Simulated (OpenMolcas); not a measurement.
## Pd2+ in SrF2: curves along the breathing mode

Pd2+ with its 8 nearest fluoride ions, on the Sr site of SrF2 (a = 5.796 Å, distance in the model lattice 2.510 Å). The rest of the host is ab initio model potentials to 7.6 Å and point charges beyond; the distance is set by hand and nothing relaxes. Ligand basis ANO-RCC-VDZP.

* Program: OpenMolcas
* Method: CASSCF
* Basis: ANO-RCC-VDZP [6s5p3d1f]
* Scalar Hamiltonian: DKH2, point nucleus
* Active space: 8 electrons in 5 orbitals (4d)
* State averaging: 2S+1 = 3 even, 10 roots; 2S+1 = 1 even, 15 roots
* Spin-orbit coupling: RASSI with atomic mean-field integrals over the reference wave functions

Spin-free energies (labels of O, the rotations of Oh) in cm-1 above the lowest fitted minimum, as all ligands move together:

```
R (Å)    3T1    3T2    3A2    1T2     1E  3T1(2)  1T2(2)
2.217   4670  11700  19750  17670  18110   24060   27010
2.269   1040   7120  14140  14020  14530   19620   22620
2.321     10   5280  11410  12950  13520   17900   20970
2.373   1210   5820  11200  14100  14720   18540   21690
2.426   4460   8490  13220  17290  17950   21310   24530
2.478   9390  12940  17140  22160  22850   25850   29140
 2.53  15840  18990  22730  28550  29250   31970   35340
```

Cubic fits give the following; the wavenumber is harmonic, with the mass of all moving ligands, small differences in it between states hang on the degree of the fit, a number in brackets counts states of one label, and the table is a selection of at most 14 states with clean curves.

```json
{"State": "3T1", "R0 (Å)": "2.319", "Breathing mode (cm-1)": "432", "Minimum (cm-1)": "0"}
{"State": "3T2", "R0 (Å)": "2.335", "Breathing mode (cm-1)": "436", "Minimum (cm-1)": "5190"}
{"State": "3A2", "R0 (Å)": "2.352", "Breathing mode (cm-1)": "438", "Minimum (cm-1)": "10990"}
{"State": "1T2", "R0 (Å)": "2.320", "Breathing mode (cm-1)": "430", "Minimum (cm-1)": "12940"}
{"State": "1E", "R0 (Å)": "2.318", "Breathing mode (cm-1)": "430", "Minimum (cm-1)": "13510"}
{"State": "3T1(2)", "R0 (Å)": "2.332", "Breathing mode (cm-1)": "436", "Minimum (cm-1)": "17840"}
{"State": "1T2(2)", "R0 (Å)": "2.331", "Breathing mode (cm-1)": "437", "Minimum (cm-1)": "20930"}
{"State": "1T1", "R0 (Å)": "2.334", "Breathing mode (cm-1)": "435", "Minimum (cm-1)": "23060"}
{"State": "1A1", "R0 (Å)": "2.330", "Breathing mode (cm-1)": "430", "Minimum (cm-1)": "23000"}
{"State": "1E(2)", "R0 (Å)": "2.349", "Breathing mode (cm-1)": "440", "Minimum (cm-1)": "26230"}
{"State": "1A1(2)", "R0 (Å)": "2.337", "Breathing mode (cm-1)": "440", "Minimum (cm-1)": "49830"}
```

The minimum of 3T2 is shifted by +0.0164 Å against 3T1 (from the unrounded fits). With M = 152.0 u for the moving shell, the Huang-Rhys factor in this mode is S = M ω ΔR² / 2ħ = 0.01483 × 152.0 × 432 × 0.0164² = 0.26. Only the first shell moves, against a rigid host.

An orbital triplet at a regular site is open to Jahn-Teller coupling, which can distort the site and quench the lowest spin-orbit gaps and is left out. Without dynamic correlation the repulsion within the d shell is too large (B by tens of per cent), so at a given field states of lower spin stand too high. Real 4d8 and 5d8 ions are as a rule square planar and diamagnetic. With metal d orbitals alone the field can be off either way by tens of per cent. Ligand-to-metal charge-transfer states are missing. With no ligand orbital active B as a rule stays too high, so bands that hang on it stand too high and its fall with covalency is understated. No measured value stands beside these numbers.
